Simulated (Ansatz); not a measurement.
Correlation energies of `C#[C][AlH][NH2]` by basis set

```
atom    x (Å)    y (Å)    z (Å)
  C1   1.2502  -1.0598  -1.8966
  C2   0.8035  -0.3575  -1.0178
 Al3   0.1254   0.7763   0.3584
  N4  -1.2224   0.1709   1.3166
  H5   1.6436  -1.6790  -2.6709
  H6   0.7233   2.2041   0.6538
  H7  -1.6576  -0.7283   1.1885
  H8  -1.6659   0.6733   2.0680
```

The species carries charge 0 and has multiplicity 1. Geometry: relaxed with PBE0-D4/def2-TZVP. It is one conformer, not always the lowest. Frozen core, restricted reference, the Gaussian-basis code of Ansatz. CBS rows extrapolate triple and quadruple zeta; past MP2 they add the triple-zeta difference.

```json
{"basis": "def2-SVP", "HF (Eh)": "-374.24250", "MP2 corr.": "-0.48026"}
{"basis": "def2-TZVPP", "HF (Eh)": "-374.48626", "MP2 corr.": "-0.59047"}
{"basis": "def2-QZVPP", "HF (Eh)": "-374.49950", "MP2 corr.": "-0.63112"}
```

Problem. Estimate the CCSD correlation energy and the (T) correction in each basis where they were run (hartree).

Solution. 
| basis | CCSD corr. | (T) |
| --- | --- | --- |
| def2-SVP | -0.51233 | -0.01817 |
| def2-TZVPP | -0.61536 | -0.02826 |
| CBS(def2) | -0.68612 | as TZ |
